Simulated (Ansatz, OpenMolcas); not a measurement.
**CHFGaN (SMILES N#[C][GaH][F]): from total energies to a heat of formation**

CHFGaN has 5 atoms, charge 0, and is taken as a singlet. SMILES: `N#[C][GaH][F]`. Geometry: relaxed at PBE0-D4/def2-TZVP.

Total energies at M06-2X/cc-pVDZ (OpenMolcas 26.06); the atoms run unrestricted:

```tsv
species	state	energy (Eh)
CHFGaN	singlet	-2118.092071
N	quartet	-54.574541
C	triplet	-37.836367
Ga	doublet	-1924.778866
F	doublet	-99.695562
H	doublet	-0.497411
```

Harmonic wavenumbers at PBE0-D4/def2-TZVP, in cm⁻¹: 124, 210, 311, 474, 489, 606, 706, 2097, 2324.

Measured heats of formation of the gaseous atoms at 298.15 K, in kJ/mol: N 472.4, C 716.9, Ga 272.0, F 79.4, H 218.0. Spin-orbit lowering of the atoms at 298 K (mean of the ground term's levels less their thermal mean, from spectra), in kJ/mol: C 0.02, Ga 6.24, F 1.29. Take 1 Eh = 2625.50 kJ/mol, 1 cm⁻¹ = 0.0119627 kJ/mol, RT = 2.479 kJ/mol.

Work out the heat of formation of the gas at 298 K.


1. Electronic atomisation energy: (-54.574541) + (-37.836367) + (-1924.778866) + (-99.695562) + (-0.497411) − (-2118.092071) = 0.709324 Eh = 1862.3 kJ/mol.
2. Zero-point energy: half the sum of the wavenumbers, 3670.5 cm⁻¹ = 43.9 kJ/mol.
3. Thermal vibrational enthalpy, Σ hcν̃/(exp(hcν̃/kT) − 1): 6.3 kJ/mol. Translation, rotation and pV of a non-linear molecule: 4 RT = 9.9 kJ/mol.
4. The 5 free atoms carry 5/2 RT each: 31.0 kJ/mol.
5. Spin-orbit coupling lowers the free atoms by 0.02 + 6.24 + 1.29 = 7.5 kJ/mol.
6. Atomisation enthalpy at 298 K: 1862.3 − 7.5 − 43.9 − 6.3 − 9.9 + 31.0 = 1825.7 kJ/mol.
7. Sum of the atoms' heats of formation: 1758.7 kJ/mol. Heat of formation: 1758.7 − 1825.7 = -67.0 kJ/mol.

No measured value is set beside it here. Relativity is left out. Anharmonicity and any spin-orbit splitting of the molecule are left out.
